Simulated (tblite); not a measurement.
C2H9PSi2 (charge -1 and doublet state).
Bonds: C1–C2, C2–Si3, Si3–Si4, Si4–P5. Hydrogens: H6, H7 on C1; H8 on C2; H9, H10 on Si3; H11, H12 on Si4; H13, H14 on P5.

The geometry is computed with GFN2-xTB (gas phase). This method treats the open shell by occupation alone, without spin polarisation.

Task: Give the optimised bond lengths and angles.

Result: 
```tsv
bond	length (bohr)
C1–C2	2.554
C2–Si3	3.533
Si3–Si4	4.500
Si4–P5	4.267
C1–H6	2.040
C1–H7	2.046
C2–H8	2.061
Si3–H9, Si3–H10	2.816
Si4–H11	2.881
Si4–H12	2.839
P5–H13, P5–H14	2.596
```

Bonds in one row agree within 0.02 bohr and their mean is given. A selection of angles:
```tsv
angle	degrees
C2–C1–H6	121.1
C2–C1–H7	123.1
H6–C1–H7	115.8
C1–C2–Si3	126.0
C1–C2–H8	115.6
Si3–C2–H8	116.5
C2–Si3–Si4	132.2
C2–Si3–H9	103.7
C2–Si3–H10	104.7
Si4–Si3–H9	108.0
Si4–Si3–H10	100.3
H9–Si3–H10	105.4
Si3–Si4–P5	112.0
Si3–Si4–H11	146.3
Si3–Si4–H12	101.4
P5–Si4–H11	95.3
P5–Si4–H12	97.2
H11–Si4–H12	94.0
Si4–P5–H13	95.4
Si4–P5–H14	93.9
H13–P5–H14	91.5
```

Torsions: C1–C2–Si3–Si4 76° (synclinal); C2–Si3–Si4–P5 77° (synclinal). The mirror-image conformer, all signs reversed, is as good.

Si4 (silicon bonded to P, Si and 2 H) has angles from 94.0° to 146.3°. C2 (carbon bonded to C, Si and H) is almost planar (angles 126.0°, 116.5° and 115.6°, sum 358.1°, 0.11 Å off the plane of its three neighbours). Si3 (silicon bonded to C, Si and 2 H) has angles from 100.3° to 132.2°. C1 (carbon bonded to C and 2 H) is planar (angles 123.1°, 121.1° and 115.8°, sum 360.0°, 0.01 Å off the plane of its three neighbours). P5 (phosphorus bonded to Si and 2 H) is pyramidal (angles 95.4°, 93.9° and 91.5°, sum 280.8°, 0.84 Å off the plane of its three neighbours).

Point group: C1 (no symmetry element, even within 0.4 Å). Its GFN2-xTB frequencies are all real (lowest 32 cm⁻¹). Whether the extra electron is bound in the gas phase wasn't checked; a finite basis holds it in any case. Torsions: H–C1–C2–Si3 14° and -167°, C1–C2–Si3–Si4 76°, C2–Si3–Si4–P5 77°, Si3–Si4–P5–H 70° and -22°. 3 starts were optimised and ended at 0.00, 0.01 and 0.75 kcal/mol (GFN2-xTB); the lowest of these is shown.
